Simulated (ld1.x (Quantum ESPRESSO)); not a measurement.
boron (B): variants of one ultrasoft potential

Base potential:

```json
{
 "Element": "B",
 "Generator": "ld1.x (Quantum ESPRESSO) 7.5",
 "Type": "ultrasoft",
 "Functional": "PW91",
 "Relativity": "scalar-relativistic",
 "Frozen core": "[He]",
 "Valence charge": "3",
 "Reference configuration": "2s2 2p1",
 "Partial waves": "2s (bound): rcut 1.20, rcutus 1.65 bohr; 2s channel at 2.95 Ry: rcut 1.20, rcutus 1.65 bohr; 2p (bound): rcut 1.80, rcutus 2.50 bohr; 2p channel at 1.9 Ry: rcut 1.80, rcutus 2.50 bohr; 3d channel at 0.45 Ry: rcut 1.80, rcutus 2.50 bohr; 3d channel at 2.45 Ry: rcut 1.80, rcutus 2.50 bohr",
 "Local potential": "all-electron potential smoothed inside 1.30 bohr (lloc = -1)",
 "Core correction": "Bessel-smoothed model core, default radius (core density twice the valence density)",
 "Augmentation charge": "PSQ, radius 1.20 bohr"
}
```

Cutoffs, loose and tight: the cutoffs (Ry, on a coarse ladder) from which the occupation-weighted sum of valence levels, in a spherical-Bessel basis at the reference potential, stays within 10 and 1 mRy of its value at 400 Ry. They do not see the model core or the augmentation charge, which bear on the density cutoff. Test errors are all-electron minus pseudo excitation energies from the reference, over the configurations 2s2 2p0; 2s1 2p0; 2s2 2p0.5; 2s2 2p1.3; 2s1 2p2; 2s0 2p3; 2s1 2p1. A dash means not determined; rows that change the core or the reference have their own tests.

Cutoffs are not given where the Bessel-basis levels miss the radial ones by over 6 mRy, ghosts where they miss by over 20 mRy; a channel whose overlap is not positive is not tested.

The default core radius of the base comes out at 0.69 bohr.

A file whose overlap is not positive is unfit for use, and its test errors describe a broken file.

| change | outcome | cutoff, loose | cutoff, tight | bound ghosts | largest test error (meV) |
| --- | --- | --- | --- | --- | --- |
| base | generated, overlap not positive | – | – | not determined (overlap not positive) | +411 |
| waves 3d channel at 0.45 Ry: rcut 1.80, rcutus 3.84 bohr; 3d channel at 2.45 Ry: rcut 1.80, rcutus 3.84 bohr | generated, overlap not positive | – | – | not determined (overlap not positive) | +411 |
| augmentation PSQ, radius 0.95 bohr | generated, overlap not positive | – | – | not determined (overlap not positive) | +426 |
| type TM; waves now 2s (bound): rc 1.65 bohr; 3d channel at 0.45 Ry: rc 2.50 bohr; 2p (bound): rc 2.50 bohr; local potential the p channel | generated | 18 Ry | 45 Ry | none | +128 |
| functional PBE | generated, overlap not positive | – | – | not determined (overlap not positive) | +255 |
| local potential all-electron potential smoothed inside 1.70 bohr (lloc = -1) | generated | 8 Ry | 12 Ry | none | +9.9 |
| wave 3d channel at 0.45 Ry: rcut 1.80, rcutus 2.50 bohr becomes 3d channel at -0.13 Ry: rcut 1.80, rcutus 2.50 bohr | generated, overlap not positive | – | – | not determined (overlap not positive) | +411 |
| local potential all-electron potential smoothed inside 1.92 bohr (lloc = -1) | generated | 8 Ry | 12 Ry | none | +8.7 |
| removed wave 3d channel at 2.45 Ry: rcut 1.80, rcutus 2.50 bohr | generated, overlap not positive | – | – | not determined (overlap not positive) | +411 |
| waves 2p (bound): rcut 1.80, rcutus 3.56 bohr; 2p channel at 1.9 Ry: rcut 1.80, rcutus 3.56 bohr | generated | 6 Ry | 8 Ry | none | +9.4 |

Task: What comes out with this change to the base: all radii but the core radius scaled by about 0.85 (s 1.40, p 2.14, d 2.14 bohr, rcut 1.02/1.54/1.54); local potential all-electron potential smoothed inside 1.12 bohr (lloc = -1); augmentation PSQ, radius 1.02 bohr?

Result: outcome: generated, overlap not positive; bound ghosts: not determined (overlap not positive); largest test error (meV): +20. A file whose overlap is not positive is unfit for use, and its test errors describe a broken file.

Task: What comes out with this change to the base: core correction Bessel-smoothed model core inside 1.92 bohr?

Result: outcome: generated, overlap not positive; bound ghosts: not determined (overlap not positive); largest test error (meV): +482. A file whose overlap is not positive is unfit for use, and its test errors describe a broken file.
